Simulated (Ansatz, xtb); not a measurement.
# C6H5FOS: which of two isomers lies lower

We compare a, `C#C[C@@H]1SCC(=O)[C@H]1F`, a singlet, with b, `C#C[C@@H]1SCC(=O)[C@@H]1F`, a singlet. Both are isolated molecules in the gas phase, relaxed with B3LYP/def2-SVP, each in the lowest conformer that the search found.

a (Å):

```xyz
14

C    -3.6299    0.9132   -1.4513
C    -2.5685    0.4906   -1.0502
C    -1.2955   -0.0211   -0.5741
C     0.2116   -0.9676    1.4218
C     0.7648    0.2879    0.7478
C    -0.3228    1.0374   -0.0376
F     0.2322    1.7881   -1.0338
O     1.9108    0.6398    0.8009
S    -1.5307   -1.1713    0.8806
H    -4.5697    1.2914   -1.8080
H    -0.7916   -0.5722   -1.3879
H     0.8443   -1.8270    1.1465
H     0.2564   -0.8540    2.5161
H    -0.8624    1.7012    0.6645
```

b (Å):

```yaml
atoms:
  - { symbol: C, position_ang: [-1.2190, 1.8121, -2.8416] }
  - { symbol: C, position_ang: [-0.8134, 1.7873, -1.7006] }
  - { symbol: C, position_ang: [-0.3377, 1.7509, -0.3238] }
  - { symbol: C, position_ang: [-0.6274, -0.8202, 0.3070] }
  - { symbol: C, position_ang: [-1.8354, 0.0453, 0.6676] }
  - { symbol: C, position_ang: [-1.4666, 1.5396, 0.7007] }
  - { symbol: F, position_ang: [-2.5627, 2.3176, 0.4721] }
  - { symbol: O, position_ang: [-2.9368, -0.3753, 0.8895] }
  - { symbol: S, position_ang: [0.7928, 0.3079, 0.0263] }
  - { symbol: H, position_ang: [-1.5773, 1.8369, -3.8539] }
  - { symbol: H, position_ang: [0.2415, 2.6577, -0.0929] }
  - { symbol: H, position_ang: [-0.8687, -1.4156, -0.5886] }
  - { symbol: H, position_ang: [-0.4029, -1.5166, 1.1289] }
  - { symbol: H, position_ang: [-1.0659, 1.7622, 1.7080] }
```

Problem. Which of the two would you expect CCSD(T)/def2-SVP + ΔMP2/def2-TZVPP electronic energies to favour?

Solution. CCSD(T)/def2-SVP + ΔMP2/def2-TZVPP gives E(b) − E(a) = −0.89 kJ/mol, slightly favouring structure b, which is too small a margin to settle the true order.

Level by level:

| level | geometry | E(b) − E(a) (kJ/mol) | departure from the last row (kJ/mol) | job, with rough time for the two |
| --- | --- | --- | --- | --- |
| GFN2-xTB | GFN2-xTB | −3.06 | −2.18 | optimisation, 0.61 s |
| HF/STO-3G | GFN2-xTB | +2.12 | +3.01 | single point, 2.7 s |
| r2SCAN-D4/def2-SVP | GFN2-xTB | −5.57 | −4.68 | single point, 14 s |
| B3LYP/def2-SVP | B3LYP/def2-SVP | −1.49 | −0.60 | optimisation, 4.2 min |
| HF/def2-SVP | B3LYP/def2-SVP | −1.21 | −0.32 | part of the CCSD(T) run |
| MP2/def2-SVP | B3LYP/def2-SVP | −6.03 | −5.14 | part of the CCSD(T) run |
| CCSD(T)/def2-SVP | B3LYP/def2-SVP | −4.99 | −4.11 | single point |
| CCSD(T)/def2-SVP + ΔMP2/def2-TZVPP | B3LYP/def2-SVP | −0.89 |  | single point, 6.2 min |

As drawn, both hold the same kinds of bond in the same numbers.

The largest departure from CCSD(T)/def2-SVP + ΔMP2/def2-TZVPP is that of MP2/def2-SVP, 5.14 kJ/mol. The last row adds to CCSD(T) the change of the MP2 difference between the two basis sets, here +4.11 kJ/mol.

With thermal terms from frequencies at re-optimised GFN2-xTB minima (ideal gas, soft modes damped towards free rotors, one conformer each, 298.15 K, 1 atm): on the last row, ΔE + ΔZPE = −0.29, ΔH = −0.56, ΔG = +0.24 kJ/mol.

The correlated steps freeze 13 core orbitals. Programs: Ansatz 0.2.0, xtb 6.7.1; the last row on 2 threads of Intel(R) Xeon(R) Processor @ 2.50GHz (Skylake/Cascade Lake) on a shared host.
